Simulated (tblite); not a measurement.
C₃H₈B₃N₃.
SMILES with atom numbers: `[CH:1]#[C:2][B:3]1[NH:4][BH:5][NH:6][BH:7][N:8]1[CH3:9]` (hydrogens: H10 on C1; H11 on N4; H12 on B5; H13 on N6; H14 on B7; H15, H16, H17 on C9)

Cartesian coordinates in Å at the GFN2-xTB level; atoms count from 1:
```
atom  x, y, z in Å
C1     3.3235    0.0192   -0.0390
C2     2.1350   -0.1504    0.0361
B3     0.6301   -0.3883    0.1419
N4     0.1080   -1.7002   -0.0303
B5    -1.2701   -2.0003    0.0649
N6    -2.1282   -0.9108    0.3499
B7    -1.6687    0.4170    0.5308
N8    -0.2763    0.6741    0.4238
C9     0.2143    2.0348    0.5693
H10    4.3625    0.1724   -0.1056
H11    0.7595   -2.4450   -0.2260
H12   -1.6800   -3.0913   -0.0815
H13   -3.1182   -1.0845    0.4292
H14   -2.4228    1.2872    0.7688
H15    1.2531    2.0323    0.8993
H16   -0.3902    2.5804    1.2938
H17    0.1614    2.5655   -0.3861
```

Calculated harmonic vibrations of the isolated species, GFN2-xTB (tblite), most abundant isotopes, no scaling. This tight-binding method is rough: wavenumbers can miss measured ones by several per cent, in bad cases by 10 to 20. Modes of hydrogen on boron can be 10 to 20 % off. The optimisation stopped once no atom felt more than 0.01 eV/Å.

Lowest wavenumbers of the output (negative numbers stand for imaginary wavenumbers):
```
mode    cm-1
  1     -34.5
  2      86.1
  3     116.6
  4     169.7
  5     248.4
  6     316.6
  7     325.0
  8     370.1
  9     378.9
 10     444.3
 11     484.3
 12     571.0
 13     648.2
 14     675.1
 15     677.6
```

Task: Is this structure a minimum?

Result: Not by this Hessian. 1 mode is imaginary beyond 20i (34i cm⁻¹), so at this level the point lies at or near a first-order saddle. The curvature is small, so loose convergence or finite differences may be the whole cause.

Task: Which atoms move in the imaginary mode?

Result: 34i: H17 (methyl hydrogen) 38 %, H15 (methyl hydrogen) 29 %, H16 (methyl hydrogen) 29 %. These are shares of the mass-weighted motion.

Task: What is the remedy?

Result: Step along that mode in both directions, optimise again with tighter thresholds and repeat the frequencies. The zero-point energy of this point (79.4 kcal/mol) counts the 44 real modes alone, and thermal corrections from it aren't those of a minimum.
